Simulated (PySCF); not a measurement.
PySCF job for CH₆SSiTe, SMILES [SiH3][Te]SC, B3LYP-D3(BJ)/def2-SVP. Geometry: B3LYP-D3(BJ)/def2-SVP. The structure was generated by enumeration, and PubChem lists no compound with its InChIKey, so it may never have been made. The def2 effective core potentials stand for the cores of Te; spin–orbit coupling is left out. One conformer was computed; it need not be the lowest.

```python
import numpy as np
from pyscf import gto, scf, dft, df
from pyscf.hessian import thermo

mol = gto.M(
    atom='''
    Te   -0.03932878   -0.10425122    0.85203209
    S     1.38816052    0.73443246   -0.95910747
    C     1.78569370   -0.80037168   -1.87239644
    H     2.35054979   -1.50443672   -1.24637794
    H     2.41296910   -0.48712485   -2.72179106
    H     0.87669159   -1.28366898   -2.25670524
    Si   -2.07786313    0.09788090   -0.62667595
    H    -1.85894211   -0.69224474   -1.87047748
    H    -2.32380608    1.52298137   -0.97613459
    H    -3.24701241   -0.45346440    0.11937917
    ''',
    basis='def2-SVP',
    ecp={'Te': 'def2-svp'},
    charge=0,
    spin=0,
    max_memory=1600,
    verbose=3,
)
mf = dft.RKS(mol, xc='b3lyp').density_fit(auxbasis='def2-universal-jkfit')
mf.disp = 'd3bj'
mf.grids.level = 3
mf.conv_tol = 1e-11
mf.max_cycle = 100
mf.kernel()

# [left out here: the lines that compute and print the analytic Hessian (its translational invariance restored by hand, since the grid's response is missing), thermochemistry and intensities]
```

Output:

```
converged SCF energy = -997.337102951878

WARN: DFTD3 does not support analytical Hessian, using finite difference


WARN: Mole.unit (angstrom) is changed to Bohr

Mode                                 0                   1                   2
Irrep
Freq [cm^-1]                       64.2695             92.7813            132.8799
Reduced mass [au]                   3.4770              4.8682              1.0579
Force const [Dyne/A]                0.0085              0.0247              0.0110
Char temp [K]                      92.4695            133.4917            191.1846
Normal mode                   x     y     z       x     y     z       x     y     z
       0  Te                -0.00 -0.01 -0.02    0.01 -0.01  0.02    0.00  0.00 -0.00
       1   S                -0.02  0.01 -0.02   -0.10  0.01 -0.06   -0.01 -0.00 -0.01
       2   C                 0.16 -0.01  0.09    0.02 -0.01  0.03   -0.01 -0.03  0.04
       3   H                 0.20  0.08  0.15    0.16  0.12  0.04   -0.01 -0.01  0.07
       4   H                 0.17 -0.01  0.09   -0.10  0.00 -0.05   -0.01 -0.07  0.03
       5   H                 0.22 -0.12  0.08    0.05 -0.15  0.15   -0.01 -0.05  0.07
       6  Si                -0.06  0.04  0.07    0.07  0.04 -0.05   -0.00  0.01  0.00
       7   H                -0.16  0.01  0.07    0.10  0.02 -0.03    0.26  0.44 -0.22
       8   H                -0.02  0.04  0.06    0.17  0.06 -0.08   -0.35  0.06  0.43
       9   H                -0.04  0.10  0.14   -0.01  0.12 -0.12    0.10 -0.49 -0.22
Mode                                 3                   4                   5
Irrep
Freq [cm^-1]                      173.2701            192.6796            323.2586
Reduced mass [au]                   1.1039              3.2950              9.5367
Force const [Dyne/A]                0.0195              0.0721              0.5872
Char temp [K]                     249.2971            277.2230            465.0971
Normal mode                   x     y     z       x     y     z       x     y     z
       0  Te                 0.01 -0.00  0.00   -0.02  0.01  0.03   -0.04 -0.00 -0.01
       1   S                -0.04  0.01 -0.02    0.00 -0.06 -0.03    0.03  0.02 -0.03
       2   C                -0.01 -0.01  0.03    0.12  0.04 -0.15   -0.00 -0.01 -0.00
       3   H                -0.47 -0.19  0.23    0.12 -0.00 -0.20   -0.01 -0.00  0.01
       4   H                 0.47 -0.10  0.34    0.17  0.19 -0.06    0.00 -0.04 -0.01
       5   H                 0.05  0.25 -0.43    0.18  0.04 -0.28   -0.01  0.00  0.02
       6  Si                 0.01  0.00 -0.00    0.00  0.00  0.00    0.12 -0.01  0.09
       7   H                 0.01 -0.00  0.00    0.07  0.07 -0.03    0.06 -0.02  0.08
       8   H                 0.05  0.01 -0.01   -0.06  0.01  0.06    0.06 -0.02  0.08
       9   H                -0.01  0.03 -0.02    0.00 -0.08 -0.06    0.18 -0.03  0.15
Mode                                 6                   7                   8
Irrep
Freq [cm^-1]                      341.9003            548.9540            554.1611
Reduced mass [au]                  15.9590              1.1372              1.0886
Force const [Dyne/A]                1.0991              0.2019              0.1970
Char temp [K]                     491.9185            789.8226            797.3144
Normal mode                   x     y     z       x     y     z       x     y     z
       0  Te                 0.01  0.01 -0.03    0.00 -0.00  0.01   -0.00  0.01  0.00
       1   S                -0.09 -0.07  0.10   -0.01 -0.01  0.00   -0.00 -0.00  0.00
       2   C                 0.00  0.02  0.00   -0.00  0.00  0.00   -0.00 -0.00 -0.00
       3   H                 0.04  0.00 -0.05   -0.00  0.00 -0.00    0.00 -0.00 -0.01
       4   H                -0.01  0.14  0.04    0.01  0.01  0.01   -0.01  0.00 -0.00
       5   H                 0.04 -0.00 -0.05    0.01 -0.01 -0.01   -0.00 -0.00 -0.00
       6  Si                 0.05 -0.00  0.03    0.02  0.03 -0.05    0.01 -0.04 -0.02
       7   H                 0.05  0.01  0.02   -0.37 -0.09 -0.04   -0.54  0.26 -0.31
       8   H                 0.03 -0.00  0.03   -0.46 -0.06 -0.07    0.40  0.15  0.49
       9   H                 0.04 -0.01  0.02    0.46 -0.14  0.53   -0.00  0.16  0.11
Mode                                 9                  10                  11
Irrep
Freq [cm^-1]                      693.2096            888.6114            933.7990
Reduced mass [au]                   5.7845              1.0900              1.0405
Force const [Dyne/A]                1.6378              0.5071              0.5346
Char temp [K]                     997.3742           1278.5140           1343.5289
Normal mode                   x     y     z       x     y     z       x     y     z
       0  Te                -0.00 -0.00  0.00   -0.00  0.00 -0.00    0.00 -0.00 -0.00
       1   S                 0.03 -0.08 -0.05    0.00 -0.00  0.00    0.00  0.00  0.00
       2   C                -0.06  0.17  0.12   -0.00  0.01 -0.00   -0.00  0.00  0.00
       3   H                -0.01  0.13  0.03   -0.01  0.02  0.02   -0.00 -0.00 -0.00
       4   H                -0.06  0.23  0.14    0.01 -0.03 -0.01   -0.00 -0.00 -0.00
       5   H                -0.00  0.13  0.04    0.00 -0.01  0.01    0.00  0.00 -0.00
       6  Si                -0.00 -0.00  0.00   -0.04  0.00 -0.03    0.01 -0.03 -0.01
       7   H                -0.00  0.00 -0.00    0.52 -0.10  0.15    0.36  0.25 -0.11
       8   H                 0.01  0.00 -0.00    0.45  0.14  0.25   -0.39 -0.05  0.15
       9   H                -0.01  0.00 -0.01    0.33 -0.11  0.45   -0.15  0.69  0.28
Mode                                12                  13                  14
Irrep
Freq [cm^-1]                      949.1814            961.4113            964.2996
Reduced mass [au]                   1.0444              1.2476              1.1825
Force const [Dyne/A]                0.5544              0.6794              0.6478
Char temp [K]                    1365.6606           1383.2568           1387.4124
Normal mode                   x     y     z       x     y     z       x     y     z
       0  Te                 0.00 -0.00  0.00    0.00 -0.00 -0.00    0.00  0.00  0.00
       1   S                -0.00  0.01 -0.00    0.01  0.03 -0.01   -0.02 -0.00 -0.01
       2   C                -0.00 -0.02  0.01   -0.04 -0.09  0.07    0.10  0.00  0.05
       3   H                 0.04 -0.07 -0.08    0.23 -0.24 -0.34   -0.08 -0.48 -0.32
       4   H                -0.03  0.10  0.04   -0.12  0.58  0.25   -0.17 -0.06 -0.17
       5   H                 0.00  0.02 -0.04    0.11 -0.08 -0.32   -0.26  0.56  0.22
       6  Si                -0.02 -0.01  0.03   -0.00  0.00 -0.01    0.00  0.00 -0.00
       7   H                 0.07  0.56 -0.34    0.02 -0.11  0.07    0.00 -0.04  0.03
       8   H                 0.24 -0.11 -0.61   -0.02  0.03  0.12   -0.01  0.01  0.04
       9   H                 0.14 -0.08  0.19   -0.01  0.01 -0.01    0.00 -0.00  0.00
Mode                                15                  16                  17
Irrep
Freq [cm^-1]                     1328.2943           1434.8577           1454.1378
Reduced mass [au]                   1.1527              1.0516              1.0541
Force const [Dyne/A]                1.1982              1.2756              1.3132
Char temp [K]                    1911.1197           2064.4407           2092.1805
Normal mode                   x     y     z       x     y     z       x     y     z
       0  Te                -0.00 -0.00  0.00    0.00 -0.00  0.00    0.00  0.00  0.00
       1   S                 0.00 -0.01 -0.00    0.00 -0.00  0.00   -0.00 -0.00  0.00
       2   C                 0.03 -0.08 -0.06    0.05 -0.01  0.03   -0.03 -0.04  0.03
       3   H                -0.08  0.29  0.42   -0.32  0.00  0.35    0.51  0.40  0.02
       4   H                -0.03  0.54  0.15   -0.58  0.09 -0.40   -0.01 -0.30 -0.07
       5   H                -0.30  0.33  0.27    0.22 -0.01 -0.41   -0.10  0.49 -0.42
       6  Si                -0.00 -0.00 -0.00    0.00  0.00  0.00   -0.00  0.00 -0.00
       7   H                 0.01 -0.00 -0.00   -0.00  0.00  0.00    0.00 -0.00 -0.00
       8   H                 0.00  0.00  0.01   -0.00 -0.00 -0.00    0.00  0.00  0.00
       9   H                 0.00  0.00  0.01    0.00 -0.00 -0.00    0.00  0.00  0.00
Mode                                18                  19                  20
Irrep
Freq [cm^-1]                     2210.3969           2227.1722           2239.2255
Reduced mass [au]                   1.0242              1.0484              1.0496
Force const [Dyne/A]                2.9483              3.0638              3.1007
Char temp [K]                    3180.2690           3204.4049           3221.7470
Normal mode                   x     y     z       x     y     z       x     y     z
       0  Te                -0.00 -0.00 -0.00   -0.00 -0.00  0.00   -0.00 -0.00  0.00
       1   S                -0.00 -0.00  0.00   -0.00  0.00 -0.00   -0.00  0.00 -0.00
       2   C                 0.00 -0.00  0.00    0.00  0.00 -0.00   -0.00 -0.00 -0.00
       3   H                 0.00  0.00  0.00   -0.00 -0.00 -0.00   -0.00  0.00  0.00
       4   H                -0.00  0.00 -0.00    0.00 -0.00 -0.00    0.00  0.00  0.00
       5   H                -0.00  0.00 -0.00    0.00 -0.00 -0.00   -0.00  0.00  0.00
       6  Si                -0.02 -0.01  0.00   -0.02  0.01  0.03    0.00 -0.04  0.00
       7   H                -0.08  0.22  0.34    0.13 -0.46 -0.71   -0.04  0.12  0.21
       8   H                 0.03 -0.26  0.06   -0.03  0.14 -0.02   -0.15  0.89 -0.21
       9   H                 0.67  0.32 -0.44    0.35  0.17 -0.21    0.13  0.05 -0.08
Mode                                21                  22                  23
Irrep
Freq [cm^-1]                     3035.8750           3137.2304           3153.8218
Reduced mass [au]                   1.0300              1.1056              1.1101
Force const [Dyne/A]                5.5933              6.4111              6.5058
Char temp [K]                    4367.9483           4513.7760           4537.6474
Normal mode                   x     y     z       x     y     z       x     y     z
       0  Te                -0.00  0.00  0.00   -0.00 -0.00  0.00   -0.00  0.00 -0.00
       1   S                 0.00 -0.00 -0.00    0.00 -0.00 -0.00   -0.00  0.00 -0.00
       2   C                 0.01 -0.03 -0.03    0.05  0.05 -0.05    0.07 -0.02  0.06
       3   H                -0.27  0.32 -0.31    0.20 -0.22  0.20   -0.37  0.46 -0.42
       4   H                -0.36 -0.19  0.49   -0.40 -0.21  0.55    0.05  0.02 -0.05
       5   H                 0.46  0.22  0.18   -0.43 -0.21 -0.18   -0.51 -0.26 -0.20
       6  Si                -0.00  0.00 -0.00   -0.00 -0.00  0.00   -0.00 -0.00  0.00
       7   H                -0.00  0.00  0.00   -0.00 -0.00  0.00    0.00 -0.00  0.00
       8   H                 0.00 -0.00  0.00    0.00  0.00 -0.00   -0.00 -0.00 -0.00
       9   H                 0.00  0.00 -0.00   -0.00  0.00 -0.00   -0.00  0.00  0.00
temperature 298.1500 [K]
pressure 101325.00 [Pa]
Rotational constants [GHz] 2.65931 1.57953 1.13806
Symmetry number 1
Zero-point energy (ZPE) 0.06387 [Eh]   167690.595 [J/mol]
                           tot       elec      trans        rot        vib
Entropy [J/mol/K]       378.421      0.000    175.182    119.658     83.581
Cv [J/mol/K]            102.288      0.000     12.472     12.472     77.345
Cp [J/mol/K]            110.603      0.000     20.786     12.472     77.345
Internal energy [J/mol]                      3718.434   3718.434 180595.568
Internal energy [Eh]   -997.26549  -997.33710
Enthalpy [J/mol]                             6197.391   3718.434 180595.568
Enthalpy [Eh]          -997.26454
Gibbs free energy [J/mol]                  -46032.994 -31957.635 155675.770
Gibbs free energy [Eh] -997.30751
static polarisability / bohr^3: [[109.578  -0.786  -9.086]
 [ -0.784  67.845  -1.071]
 [ -9.093  -1.069  92.232]]
largest difference of analytic and finite-field dipole derivatives / e: 0.0013350923003032644
mode   freq/cm-1   IR/(km/mol)   Raman/(A^4/amu)   depolarisation
   1       64.27         0.737             3.870            0.684
   2       92.78         1.321             3.399            0.660
   3      132.88         0.085             0.415            0.701
   4      173.27         0.838             0.230            0.254
   5      192.68         0.313             5.568            0.426
   6      323.26         3.247            16.740            0.393
   7      341.90         3.458            17.069            0.110
   8      548.95         6.768            16.382            0.748
   9      554.16         6.032            15.440            0.748
  10      693.21         2.061             7.990            0.369
  11      888.61       411.407            11.870            0.430
  12      933.80        46.250            25.169            0.750
  13      949.18        31.020            18.353            0.749
  14      961.41        18.497             4.967            0.582
  15      964.30         4.799             4.537            0.750
  16     1328.29         6.987             5.273            0.511
  17     1434.86         9.021            19.753            0.727
  18     1454.14         9.963            14.128            0.681
  19     2210.40       103.027           292.973            0.089
  20     2227.17        78.289           101.054            0.608
  21     2239.23        80.186           124.586            0.521
  22     3035.88        17.873           203.001            0.082
  23     3137.23         2.202           135.644            0.654
  24     3153.82         5.075            49.021            0.721
max |gradient| / (hartree/bohr): 4.281350494710545e-05
APT charges: [-0.0673 -0.1293  0.0333  0.0023  0.0124  0.001   0.9149 -0.2554 -0.2497
 -0.2623]
```

Self-consistency was reached.

Cost: very roughly 5 core-minutes.
